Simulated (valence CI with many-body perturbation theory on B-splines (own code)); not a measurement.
**Xe XL: electric-dipole lines**

Level of theory: relativistic CI+MBPT: five valence electrons over a frozen Dirac-Fock core [Ne], a basis of 9 s, 9 p, 8 d, 6 f, 3 g, 1 h functions for each j, with the one-electron correlation potential Σ1, the two-electron term Σ2, the three-electron term Σ3, Breit, model QED; selected CI, second order for the rest (own B-spline code, finite nucleus).

The last digits are not significant, and no measured levels were compared; by estimate large intervals hold to a few tenths of a per cent, small ones and those within an open d or f shell to about a per cent. Among the levels kept, up to 530 cm⁻¹ of a level comes from second order outside the variational space, and about a tenth of that is noise between levels of different J, which matters for small intervals.

Lines 51 to 100 of 223 in falling wavelength, among levels below 2974100 cm⁻¹, chosen from the strongest by gf and those to the six lowest levels. Wavelengths and rates use the calculated energies. Electric multipoles are in the length gauge, E1 and E2 with the static RPA response of the core. Weak lines are less certain than strong ones. Lines between different terms over intervals too small for the method are left out, as are lines whose strength nearly cancels. The highest levels of a list are the least certain.

Levels are named by their leading jj configuration (3d3/2^4 stands for four electrons in 3d with j = 3/2), which in mixed levels can hold well under half, so a name can repeat and another be missing. Letters in brackets count levels of one name in rising energy.

```tsv
λ vac (Å)	Upper	Lower	A (s⁻¹)	log gf	Branch %
120.3	(3s 3p1/2^2 3p3/2 3d5/2) J=9/2	(3s^2 3p1/2 3p3/2 3d5/2) J=7/2 [a]	8.05e+09	-0.76	71.7
120.2	(3s 3p1/2^2 3p3/2 3d3/2) J=1/2 [b]	(3s^2 3p1/2 3p3/2 3d3/2) J=1/2 [b]	4.01e+09	-1.76	2.3
119.9	(3s 3p1/2^2 3p3/2 3d3/2) J=1/2 [a]	(3s^2 3p1/2 3p3/2 3d3/2) J=1/2 [a]	5.13e+09	-1.66	45.6
119.8	(3s 3p1/2^2 3p3/2 3d3/2) J=3/2 [a]	(3s^2 3p1/2 3p3/2 3d3/2) J=3/2 [a]	3.34e+09	-1.54	17.3
119.2	(3s 3p1/2^2 3p3/2 3d3/2) J=1/2 [a]	(3s^2 3p1/2 3p3/2 3d3/2) J=3/2 [a]	2.44e+09	-1.98	21.7
118.9	(3s 3p1/2^2 3p3/2 3d5/2) J=3/2	(3s^2 3p1/2 3p3/2 3d3/2) J=3/2 [b]	4.21e+08	-2.45	0.7
118.8	(3s 3p1/2^2 3p3/2 3d3/2) J=3/2 [a]	(3s^2 3p1/2 3p3/2 3d3/2) J=5/2 [a]	2.96e+09	-1.60	15.3
118.7	(3s 3p1/2^2 3p3/2 3d5/2) J=3/2	(3s^2 3p1/2 3p3/2 3d3/2) J=1/2 [b]	5.48e+08	-2.33	0.9
118.4	(3s 3p1/2^2 3p3/2 3d3/2) J=5/2 [b]	(3s^2 3p1/2 3p3/2 3d3/2) J=5/2 [b]	2.02e+09	-1.59	1.3
117.6	(3s^2 3p1/2 3p3/2 3d5/2) J=5/2 [b]	(3s^2 3p3/2^3) J=3/2	7.56e+08	-2.03	0.3
116.3	(3s^2 3p1/2 3p3/2 3d5/2) J=1/2	(3s^2 3p3/2^3) J=3/2	1.43e+09	-2.24	0.8
115.9	(3s^2 3p1/2^2 3d5/2) J=5/2	(3s^2 3p1/2 3p3/2^2) J=5/2	2.09e+09	-1.60	2.4
115.6	(3s 3p1/2^2 3p3/2 3d3/2) J=7/2	(3s^2 3p1/2 3p3/2 3d3/2) J=5/2 [a]	1.01e+09	-1.79	10.4
114.0	(3s 3p1/2^2 3p3/2 3d5/2) J=3/2	(3s^2 3p1/2 3p3/2 3d3/2) J=5/2 [b]	8.08e+08	-2.20	1.4
114.0	(3s 3p1/2^2 3p3/2^2) J=1/2	(3s^2 3p1/2 3p3/2^2) J=1/2	1.11e+10	-1.37	13.6
113.4	(3s 3p1/2^2 3p3/2 3d5/2) J=5/2	(3s^2 3p1/2 3p3/2 3d5/2) J=5/2 [a]	5.53e+09	-1.19	8.5
112.9	(3s 3p1/2^2 3p3/2^2) J=3/2	(3s^2 3p1/2 3p3/2^2) J=1/2	2.10e+07	-3.79	0.0
110.1	(3s^2 3p1/2 3p3/2 3d5/2) J=3/2 [c]	(3s^2 3p3/2^3) J=3/2	1.07e+08	-3.11	0.1
108.8	(3s 3p1/2^2 3p3/2 3d5/2) J=3/2	(3s^2 3p1/2 3p3/2 3d5/2) J=5/2 [a]	1.01e+10	-1.14	17.4
108.6	(3s 3p1/2^2 3p3/2 3d5/2) J=7/2	(3s^2 3p1/2 3p3/2 3d5/2) J=9/2	2.02e+09	-1.54	2.4
107.7	(3s^2 3p1/2^2 3d5/2) J=5/2	(3s^2 3p1/2 3p3/2^2) J=3/2	3.67e+09	-1.42	4.1
107.5	(3s 3p1/2^2 3p3/2 3d5/2) J=5/2	(3s^2 3p1/2 3p3/2 3d5/2) J=3/2 [a]	6.82e+09	-1.15	10.5
106.5	(3s 3p1/2 3p3/2^3) J=5/2	(3s^2 3p3/2^3) J=3/2	4.90e+09	-1.30	1.9
105.3	(3s 3p1/2^2 3p3/2 3d3/2) J=3/2 [b]	(3s^2 3p1/2 3p3/2 3d3/2) J=1/2 [a]	1.43e+09	-2.02	2.0
104.7	(3s 3p1/2^2 3p3/2 3d3/2) J=3/2 [b]	(3s^2 3p1/2 3p3/2 3d3/2) J=3/2 [a]	1.17e+09	-2.12	1.6
104.3	(3s 3p1/2^2 3p3/2 3d5/2) J=7/2	(3s^2 3p1/2 3p3/2 3d5/2) J=5/2 [a]	1.83e+08	-2.62	0.2
104.0	(3s 3p1/2^2 3p3/2 3d3/2) J=3/2 [b]	(3s^2 3p1/2 3p3/2 3d3/2) J=5/2 [a]	6.88e+09	-1.35	9.5
103.4	(3s 3p1/2^2 3p3/2^2) J=3/2	(3s^2 3p1/2 3p3/2^2) J=5/2	1.19e+10	-1.12	9.2
103.4	(3s 3p1/2^2 3p3/2 3d5/2) J=3/2	(3s^2 3p1/2 3p3/2 3d5/2) J=3/2 [a]	4.29e+09	-1.56	7.4
101.1	(3s 3p1/2^2 3p3/2 3d5/2) J=7/2	(3s^2 3p1/2 3p3/2 3d5/2) J=7/2 [a]	1.52e+09	-1.73	1.8
99.71	(3s 3p1/2^2 3p3/2 3d3/2) J=5/2 [b]	(3s^2 3p1/2 3p3/2 3d3/2) J=7/2	1.35e+10	-0.92	8.5
98.13	(3s 3p1/2^2 3p3/2 3d3/2) J=5/2 [a]	(3s 3p1/2^2 3p3/2^2) J=3/2	2.05e+09	-1.75	15.2
97.66	(3s 3p1/2^2 3p3/2^2) J=1/2	(3s^2 3p1/2 3p3/2^2) J=3/2	2.90e+05	-6.08	0.0
97.12	(3s 3p1/2^2 3p3/2 3d3/2) J=3/2 [a]	(3s 3p1/2^2 3p3/2^2) J=3/2	1.96e+09	-1.95	10.2
96.83	(3s 3p1/2^2 3p3/2^2) J=3/2	(3s^2 3p1/2 3p3/2^2) J=3/2	5.18e+09	-1.54	4.0
96.70	(3s 3p1/2^2 3p3/2 3d3/2) J=1/2 [a]	(3s 3p1/2^2 3p3/2^2) J=3/2	1.47e+09	-2.39	13.1
96.39	(3s 3p1/2 3p3/2^3) J=3/2	(3s^2 3p3/2^3) J=3/2	9.51e+09	-1.28	2.3
96.30	(3s 3p1/2^2 3p3/2 3d3/2) J=3/2 [a]	(3s 3p1/2^2 3p3/2^2) J=1/2	1.40e+09	-2.11	7.2
95.89	(3s 3p1/2^2 3p3/2 3d3/2) J=1/2 [a]	(3s 3p1/2^2 3p3/2^2) J=1/2	1.14e+09	-2.50	10.2
94.78	(3s 3p1/2 3p3/2^3) J=1/2	(3s^2 3p3/2^3) J=3/2	6.66e+09	-1.75	1.7
94.44	(3s 3p1/2^2 3p3/2 3d3/2) J=5/2 [b]	(3s^2 3p1/2 3p3/2 3d3/2) J=3/2 [a]	1.31e+09	-1.98	0.8
93.03	(3s 3p1/2^2 3p3/2 3d5/2) J=7/2	(3s^2 3p1/2 3p3/2 3d3/2) J=7/2	4.23e+08	-2.36	0.5
93.00	(3s 3p1/2^2 3p3/2 3d3/2) J=1/2 [b]	(3s^2 3p1/2 3p3/2 3d3/2) J=1/2 [a]	1.89e+09	-2.31	1.1
92.55	(3s 3p1/2^2 3p3/2 3d3/2) J=1/2 [b]	(3s^2 3p1/2 3p3/2 3d3/2) J=3/2 [a]	1.20e+10	-1.51	6.8
92.55	(3s^2 3p1/2 3p3/2 3d3/2) J=3/2 [a]	(3s^2 3p1/2 3p3/2^2) J=1/2	1.76e+08	-3.04	0.7
92.10	(3s^2 3p1/2 3p3/2 3d3/2) J=1/2 [a]	(3s^2 3p1/2 3p3/2^2) J=1/2	9.91e+07	-3.60	2.6
92.08	(3s 3p1/2^2 3p3/2 3d5/2) J=3/2	(3s^2 3p1/2 3p3/2 3d3/2) J=1/2 [a]	6.16e+08	-2.50	1.1
91.64	(3s 3p1/2^2 3p3/2 3d5/2) J=3/2	(3s^2 3p1/2 3p3/2 3d3/2) J=3/2 [a]	7.68e+08	-2.41	1.3
91.09	(3s 3p1/2^2 3p3/2 3d5/2) J=3/2	(3s^2 3p1/2 3p3/2 3d3/2) J=5/2 [a]	1.39e+09	-2.16	2.4
89.05	(3s 3p1/2^2 3p3/2 3d3/2) J=5/2 [a]	(3s^2 3p1/2^2 3d5/2) J=5/2	3.13e+09	-1.65	23.2
```
